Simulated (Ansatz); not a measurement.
Input file for Ansatz (a program for electronic structure): R-r2SCAN/def2-TZVPPD on B2H8N2 (a complex), monomers drawn apart or pushed together. Files ending in .json are basis or fitting sets from the Basis Set Exchange.

Ansatz 0.2 input:
```yaml
crystal:
  periodic: [false, false, false]
  atoms:
    - {symbol: B, position_ang: [-0.78388361, 0.35517790, -0.29068245]}
    - {symbol: N, position_ang: [0.43002975, -0.19947620, 0.07791599]}
    - {symbol: H, position_ang: [-1.08857184, 0.40512841, -1.44202996]}
    - {symbol: H, position_ang: [-1.50935764, 0.78107427, 0.56006377]}
    - {symbol: H, position_ang: [0.73146079, -0.26955490, 1.03818603]}
    - {symbol: H, position_ang: [1.08551818, -0.57989317, -0.58494941]}
    - {symbol: B, position_ang: [0.34891985, -0.76554056, 5.97410441]}
    - {symbol: N, position_ang: [0.08666108, 0.39717637, 5.26041617]}
    - {symbol: H, position_ang: [-0.36213190, -1.70995878, 5.82025541]}
    - {symbol: H, position_ang: [1.28853583, -0.79422880, 6.70806278]}
    - {symbol: H, position_ang: [0.62960402, 1.23985403, 5.36069918]}
    - {symbol: H, position_ang: [-0.70325232, 0.50692566, 4.64281123]}
basis:
  gaussian:
    orbitals: def2-TZVPPD.json
hamiltonian:
  xc: {name: r2SCAN}
scf: {lower_state_search: off}
```

Problem. Give the final energy of this run.

Solution. -164.0353 hartree.
